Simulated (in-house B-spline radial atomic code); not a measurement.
# Response and correlation of Mg8+

Closed shell [He] 2s2. Computed with a B-spline radial code for spherical atoms: Dirac-Hartree-Fock, relativistic RPA (time-dependent Dirac-Hartree-Fock) for the response and second-order many-body perturbation theory for correlation, no-pair Dirac-Coulomb Hamiltonian, finite nucleus.

Command:
```bash
python run_mb.py task.json out
```
Settings (nuclear radius in fm, box in bohr, cutoff in hartree):
```
basis_form          2
Z                   12
core_configuration  [He] 2s2
rms_radius          3.057
mass_number         24
speed_of_light      137.036
box_radius          7.759
lmax                7
intervals           62
virtual_cutoff      3600.0
```

Run time, properties included: 0.5 s on 1 thread of Intel(R) Xeon(R) Platinum 8259CL CPU @ 2.50GHz (shared host).

```tsv
multipole (bohr³, bohr⁵, bohr⁷)	uncoupled	coupled RPA
dipole	0.18849	0.26168
quadrupole	0.023025	?
octupole	0.012117	0.01308
```

(1) What is the coupled quadrupole polarisability?

(2) Which subshells carry the dipole polarisability?

(3) What does the dipole shielding factor come to?

Dipole polarisability at imaginary frequency:

```tsv
u (Eh)	α(iu) (bohr³)
0	0.2617
0.54	0.2147
1.35	0.1151
2.7	0.05057
4.05	0.0307
5.4	0.02185
8.1	0.01349
10.8	0.009378
13.5	0.006953
18.9	0.004316
27	0.002544
40.5	0.001372
54	0.0008757
81	0.0004532
135	0.0001869
270	5.151e-05
```

(4) What dispersion coefficients follow for two such ions (the dispersion part alone)?

Lowest J = 1 odd-parity excitations:

```
energy (eV)  oscillator strength  leading channel  weight
     10.661             1.06e-05     2s1/2 → p1/2   0.679
     30.199                0.301     2s1/2 → p3/2   0.679
     194.65              0.00123     2s1/2 → p1/2   0.708
     196.06                0.561     2s1/2 → p3/2   0.708
     252.53              0.00047     2s1/2 → p1/2   0.716
     253.02                0.155     2s1/2 → p3/2   0.716
     278.83             0.000234     2s1/2 → p1/2    0.72
     279.07                0.068     2s1/2 → p3/2    0.72
```

For an outer ns² shell RPA puts the lowest triplet far too low, and second order misses the ns²-np² near-degeneracy.

Second-order correlation energy by the highest angular momentum of the excited pair (hartree): s -0.01588, p -0.1102, d -0.01062, f -0.002843, g -0.001027, h -0.0004585, i -0.0002326, k -0.0001188.

(5) What is the second-order correlation energy at the partial-wave limit?

## Answers

(1) 0.025617 atomic units, +11 % against the uncoupled value.

(2) 2s1/2 100.2 %, 1s1/2 -0.2 %.

(3) The dipole shielding factor is 0.333, against the exact N/Z = 4/12 = 0.333 of the non-relativistic theorem.

(4) C6 = (3/π)∫α(iu)²du = 0.06393 hartree·bohr⁶ and C8 = 0.05877 hartree·bohr⁸.

(5) The listed waves sum to -0.14139 hartree; extrapolating the increments as (l + 1/2)⁻⁴ gives -0.14163 hartree, -0.964 eV per electron.
